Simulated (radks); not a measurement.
Question: All-electron atom: Be II in [He] 2s1. Calculated with a radial shooting solver on a logarithmic mesh with Libxc functionals: non-relativistic Kohn-Sham, r2SCAN, spin-polarised, spherical densities, point nucleus; open shells are filled with parallel spins first; meta-GGA in the generalised Kohn-Sham scheme. Some entries of the table are withheld. Estimate them.

orbital  occ.  eigenvalue (hartree)  <1/r> (bohr^-1)
1s up       1                   (1)              (2)
1s down     1                   (3)              (4)
2s up       1              -0.53721           0.6200

Answer: 
(1) 1s up eigenvalue (hartree): -4.41256
(2) 1s up <1/r> (bohr^-1): 3.682
(3) 1s down eigenvalue (hartree): -4.39785
(4) 1s down <1/r> (bohr^-1): 3.670
